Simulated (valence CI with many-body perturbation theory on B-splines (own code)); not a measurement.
Forbidden lines of Er¹⁷⁺

Calculated by configuration interaction combined with many-body perturbation theory (CI+MBPT): five valence electrons over a frozen Dirac-Fock core [Kr] 4d10, a basis of 7 s, 7 p, 7 d, 7 f, 4 g, 2 h functions for each j, with the one-electron correlation potential Σ1, the two-electron term Σ2, the three-electron term Σ3, Breit, model QED; selected CI, second order for the rest (own B-spline code, finite nucleus).

No measured levels were compared; by estimate terms of the open shell hold to a few per cent of their energy, and close levels can change places. Core correlation moves these levels by up to 3400 cm⁻¹, and in measured spectra 5 to 20 % of such shifts remained as error; rates that hang on mixing are uncertain with them. Among the levels kept, up to 1100 cm⁻¹ of a level comes from second order outside the variational space, and about a tenth of that is noise between levels of different J, which matters for small intervals. Only levels of the ground parity were solved; by the run's estimate the other parity begins above the list, which can be wrong where configurations are misplaced.

Lines 1 to 50 of 120 in falling wavelength, among levels below 62577 cm⁻¹, chosen from the decays that carry over 1 % of a level's rate. Wavelengths and rates use the calculated energies, so an error of 2000 cm⁻¹ moves a line at 28100 Å by 56 % and its rate by three times that or more. Electric multipoles are in the length gauge, E1 and E2 with the static RPA response of the core. Weak lines are less certain than strong ones. Lines between different terms over intervals too small for the method are left out, as are lines whose strength nearly cancels. Where a level lies close to another of its J and parity, the split of strength between their lines is uncertain. Intervals below about 2000 cm⁻¹, as at the head of this list, are uncertain by tens of per cent.

Names give the largest LS component (configuration and term), which can be under half, so a name can repeat, a term be missing and a line seem to break the LS rules; names also repeat where a configuration has a term twice. Letters in brackets count levels of one name in rising energy.

```
λ vac (Å)             Upper             Lower  Type   A (s⁻¹)  Branch %
    98840       4f5 6F°_5/2       4f5 6F°_3/2    M1  8.79e-02       2.3
    33010       4f5 6F°_7/2       4f5 6F°_5/2    M1  2.14e+00      55.3
    31520      4f5 4M°_21/2      4f5 4M°_19/2    M1  8.65e-01     100.0
    30620      4f5 4L°_17/2      4f5 4L°_15/2    M1  7.34e-01       4.1
    28100       4f5 4F°_3/2   4f5 4G°_5/2 [a]    M1  9.91e-01       1.2
    27770      4f5 6H°_15/2      4f5 6H°_13/2    M1  1.99e+00     100.0
    26870       4f5 6H°_7/2       4f5 6H°_5/2    M1  4.20e+00     100.0
    26030      4f5 6H°_13/2      4f5 6H°_11/2    M1  4.33e+00     100.0
    25790       4f5 6F°_9/2       4f5 6F°_7/2    M1  3.51e+00      84.3
    25380       4f5 6H°_9/2       4f5 6H°_7/2    M1  6.34e+00     100.0
    25320      4f5 6H°_11/2       4f5 6H°_9/2    M1  6.06e+00     100.0
    25040  4f5 4K°_13/2 [a]      4f5 4M°_15/2    M1  5.82e-01       1.1
    23940      4f5 6F°_11/2       4f5 6F°_9/2    M1  2.50e+00      93.6
    21640      4f5 4M°_19/2      4f5 4M°_17/2    M1  4.01e+00     100.0
    21150      4f5 4L°_15/2      4f5 4I°_15/2    M1  5.61e-01       1.2
    18870      4f5 4I°_15/2  4f5 4K°_13/2 [a]    M1  3.81e+00       5.0
    18100       4f5 6P°_3/2       4f5 4P°_5/2    M1  3.49e+00      11.2
    17250  4f5 4G°_11/2 [a]       4f5 4G°_9/2    M1  4.43e+00      17.0
    17180   4f5 4F°_7/2 [a]       4f5 4F°_5/2    M1  1.95e+00       1.5
    15910      4f5 4L°_17/2      4f5 4M°_19/2    M1  2.05e-01       1.1
    15670      4f5 4M°_17/2      4f5 4M°_15/2    M1  8.63e+00      89.5
    14020   4f5 4G°_7/2 [a]   4f5 4G°_5/2 [a]    M1  1.38e+01      10.5
    13830       4f5 4G°_9/2   4f5 4G°_7/2 [a]    M1  1.36e+01      17.1
    13090      4f5 4L°_15/2      4f5 4M°_17/2    M1  2.07e+00       4.4
    12510      4f5 4L°_17/2      4f5 4I°_15/2    M1  8.71e+00      48.6
    11980       4f5 4P°_5/2       4f5 4F°_3/2    M1  2.77e+00       2.4
    11510   4f5 4F°_7/2 [a]       4f5 4P°_5/2    M1  1.15e+01       9.2
    11240      4f5 4L°_13/2  4f5 4K°_13/2 [a]    M1  1.39e+01      17.6
    11000      4f5 4L°_13/2      4f5 4I°_11/2    M1  1.20e+01      15.2
    10760      4f5 4I°_15/2      4f5 4M°_15/2    M1  1.63e+01      21.6
     9971      4f5 4L°_15/2  4f5 4K°_13/2 [a]    M1  4.82e+00      10.3
     9436      4f5 4K°_11/2      4f5 4I°_11/2    M1  1.07e+01      14.1
     9303       4f5 6F°_9/2      4f5 6H°_11/2    M1  2.09e-01       5.0
     9242       4f5 6F°_7/2       4f5 6H°_9/2    M1  2.88e-01       7.5
     9169      4f5 4L°_17/2      4f5 4M°_17/2    M1  6.10e+00      34.1
     9022      4f5 6F°_11/2      4f5 6H°_13/2    M1  9.01e-02       3.4
     8918       4f5 4F°_5/2       4f5 4F°_3/2    M1  3.43e+01      37.0
     8826      4f5 4K°_11/2       4f5 4I°_9/2    M1  2.62e+01      34.5
     8525       4f5 6F°_5/2       4f5 6H°_7/2    M1  1.62e-01       4.2
     8399       4f5 4P°_5/2   4f5 4G°_5/2 [a]    M1  2.42e+01      21.1
     8351  4f5 4G°_11/2 [a]  4f5 4K°_13/2 [a]    M1  5.54e-01       2.1
     8221  4f5 4G°_11/2 [a]      4f5 4I°_11/2    M1  2.89e+00      11.1
     7431   4f5 4F°_7/2 [a]   4f5 4G°_7/2 [a]    M1  1.88e+01      14.9
     7409  4f5 4K°_13/2 [b]      4f5 4I°_11/2    M1  3.27e+00      10.5
     7253       4f5 2P°_1/2       4f5 4F°_3/2    M1  2.62e+00       2.4
     7219   4f5 4G°_5/2 [a]       4f5 6F°_7/2    M1  6.11e+00       3.8
     7209       4f5 6P°_3/2       4f5 4F°_3/2    M1  2.73e+00       8.8
     7131      4f5 4L°_15/2      4f5 4M°_15/2    M1  2.96e+00       6.3
     7076       4f5 6F°_1/2       4f5 6H°_5/2    E2  1.34e-03     100.0
     6925       4f5 6F°_3/2       4f5 6H°_5/2    M1  9.32e-01      99.7
```
